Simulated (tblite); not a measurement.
Isomers of C7H11N3. Computed values, GFN2-xTB/tblite, gas phase, harmonic and unscaled. The method is semi-empirical: single wavenumbers can be off by several per cent or more. One conformer each.

Electronic energies: GFN2-xTB at the same geometries; isomer energies are rough at this level and their order can be wrong.

| SMILES | electronic energy, lowest = 0 (kcal/mol) |
| --- | --- |
| C=Cc1nn[nH]c1C(C)C | 37.8 |
| Cc1cnncc1N(C)C | 28.2 |
| c1nncn1C1CCCC1 | 0.0 |

Q: How do GFN2-xTB zero-point energies change the relative energies?

A: 
| SMILES | ZPE (kcal/mol) | of it from modes above 1550 cm⁻¹ | electronic (kcal/mol) | with ZPE, lowest = 0 (kcal/mol) | lowest mode (cm⁻¹) | rings |
| --- | --- | --- | --- | --- | --- | --- |
| c1nncn1C1CCCC1 | 111.6 | 47.7 | 0.0 | 0.0 | 49 | 2 |
| Cc1cnncc1N(C)C | 108.3 | 47.3 | 28.2 | 24.9 | 71 | 1 |
| C=Cc1nn[nH]c1C(C)C | 108.5 | 53.1 | 37.8 | 34.8 | 15 | 1 |

The zero-point energies span 3.3 kcal/mol, from `Cc1cnncc1N(C)C` to `c1nncn1C1CCCC1`. The order is unchanged.
